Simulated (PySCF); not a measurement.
## Nuclear quadrupole coupling in `CC(C)(C)c1cnncn1`

C₇H₁₁N₃.
Cartesian coordinates in Å at the GFN2-xTB level; atoms count from 1:
```xyz
21
C7H11N3 angstrom
C     -1.409   -0.414    1.219
C     -0.748    0.071   -0.078
C     -1.144    1.524   -0.346
C     -1.189   -0.810   -1.254
C      0.748   -0.040    0.073
C      1.399   -1.261    0.327
N      2.706   -1.328    0.453
N      3.421   -0.240    0.343
C      2.798    0.894    0.107
N      1.487    1.052   -0.035
H     -1.064    0.177    2.065
H     -1.181   -1.459    1.413
H     -2.488   -0.307    1.143
H     -0.825    2.162    0.473
H     -2.223    1.600   -0.454
H     -0.673    1.884   -1.256
H     -2.261   -0.714   -1.402
H     -0.687   -0.502   -2.169
H     -0.960   -1.857   -1.072
H      0.872   -2.198    0.431
H      3.412    1.781    0.020
```

Field gradients from the PBE0/pcSseg-1 density (PySCF, non-relativistic), principal values in atomic units, ordered |Vxx| ≤ |Vyy| ≤ |Vzz|:

```
atom     Vxx     Vyy      Vzz
  N7  0.4786  0.9008  -1.3793
  N8  0.5505  0.7115  -1.2620
 N10  0.3030  0.8246  -1.1277
```

**Question.** Find the asymmetry η = (Vxx − Vyy)/Vzz and the couplings χ = eQV/h (234.96 MHz × Q in barn × V in au), with Q(14N) = 0.02044 b.

**Answer.** 
```
atom             environment  nucleus     η  χzz (MHz)  χxx (MHz)  χyy (MHz)
  N7  pyridine-type nitrogen      14N  0.31      -6.62       2.30       4.33
  N8  pyridine-type nitrogen      14N  0.13      -6.06       2.64       3.42
 N10  pyridine-type nitrogen      14N  0.46      -5.42       1.46       3.96
```

The tensor is traceless: Vxx + Vyy + Vzz = 0.

**Question.** What is Vzz at N8 in SI units (1 au = 9.71736 × 10²¹ V/m²)?

**Answer.** -1.2620 au = -12.263 × 10²¹ V/m².

**Question.** And the gradient at the other heavy atoms, for which no coupling is worked out here?

**Answer.** 
```json
{"atom": "C1", "environment": "methyl carbon", "Vzz (au)": "0.078", "η": "0.14"}
{"atom": "C2", "environment": "benzylic-type carbon", "Vzz (au)": "-0.062", "η": "0.86"}
{"atom": "C3", "environment": "methyl carbon", "Vzz (au)": "0.088", "η": "0.08"}
{"atom": "C4", "environment": "methyl carbon", "Vzz (au)": "0.078", "η": "0.14"}
{"atom": "C5", "environment": "substituted aromatic carbon", "Vzz (au)": "0.444", "η": "0.28"}
{"atom": "C6", "environment": "aromatic CH next to a ring nitrogen", "Vzz (au)": "0.319", "η": "0.28"}
{"atom": "C9", "environment": "aromatic CH next to a ring nitrogen", "Vzz (au)": "0.367", "η": "0.51"}
```

**Question.** What couplings would deuterons (Q(2H) = 0.00286 b) have in place of the hydrogens, at this geometry?

**Answer.** 
```
atom  bonded to  bond length (Å)  Vzz (au)     η  χzz (kHz)
 H11         C1            1.088    0.3121  0.02        210
 H12         C1            1.087    0.3151  0.03        212
 H13         C1            1.087    0.3152  0.02        212
 H14         C3            1.086    0.3156  0.04        212
 H15         C3            1.087    0.3161  0.02        212
 H16         C3            1.086    0.3157  0.04        212
 H17         C4            1.087    0.3155  0.02        212
 H18         C4            1.088    0.3124  0.02        210
 H19         C4            1.087    0.3154  0.03        212
 H20         C6            1.080    0.3212  0.06        216
 H21         C9            1.082    0.3150  0.05        212
```

Isolated species at its GFN2-xTB geometry, gas phase. GFN2-xTB bond lengths can be off by several hundredths of an ångström, more for odd bonds, and the gradients follow them. With a basis this small, the couplings can be 20 % off.
